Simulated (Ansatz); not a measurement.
Molecule: fluoro(dimethyl)silane, C2H7FSi, net charge 0, singlet state. SMILES: C[SiH](F)C
Structure (B3LYP-D3(BJ)/def2-TZVP (Ansatz, a first-principles code) minimum search):
```xyz
11

Si    -0.0665     0.0739    -0.3508
C      1.3909    -1.0582    -0.1080
C     -1.5777    -0.4994     0.5724
F      0.3354     1.5377     0.2005
H     -0.3667     0.2357    -1.7933
H      1.1723    -2.0532    -0.5039
H      2.2745    -0.6785    -0.6245
H      1.6353    -1.1633     0.9512
H     -2.4046     0.2022     0.4480
H     -1.9054    -1.4740     0.2016
H     -1.3726    -0.5972     1.6407
```

Quantity: atomisation energy (electronic, to ground-state atoms), in kJ/mol. Cores are frozen in the correlated levels unless marked. Open shells are spin-unrestricted. Spin-orbit coupling is left out. No relativistic terms. The coupled-cluster limit lacks core correlation, which all-electron functionals hold. CBS marks a two-point X^-3 extrapolation of the correlation energy; Hartree-Fock from the larger set. [CCSD(T)-MP2]/basis is that difference in the basis named.

```tsv
level	program	atomisation energy (kJ/mol)
HF/6-31G	Ansatz	2910.9
```

Problem. Predict the RI-MP2/CBS(aug-cc-pV(T+d)Z,aug-cc-pV(Q+d)Z)+[CCSD(T)-MP2]/aug-cc-pV(T+d)Z result (Ansatz).

Solution. 4170.4 kJ/mol, so HF/6-31G differs from it by -1259.5 kJ/mol.
